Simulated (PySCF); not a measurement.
Al(Me)(H) (CH4Al), SMILES [CH3][AlH], multiplicity 2. Geometry optimised at ωB97X-D3(BJ)/def2-TZVP. The spin state was assumed, not searched. The isomer is the one that the SMILES or the coordinates give; other isomers of the formula were not compared.

Computed with PySCF with ωB97X-D3(BJ)/def2-TZVP.

Harmonic wavenumbers (cm⁻¹): 116, 464, 538, 631, 763, 1219, 1444, 1457, 1835, 3038, 3108, 3150. Rotational constants (GHz): 100.1, 11.36, 10.89; symmetry number 1.

Task: Work out the zero-point energy and the ideal-gas rigid-rotor harmonic-oscillator thermochemistry at 298.15 K and 1 atm.

Result: ZPE = ½ Σ hcν = ½ × 17763 cm⁻¹ = 25.39 kcal/mol. H − E(el) = 28.65 kcal/mol. Entropy in cal/(mol K): translation 37.20, rotation 20.79, vibration 5.20, spin 1.38, total 64.58. G − E(el) = 9.40 kcal/mol. Cp = 14.46 cal/(mol K). Modes under 150 cm⁻¹ make the vibrational entropy uncertain.
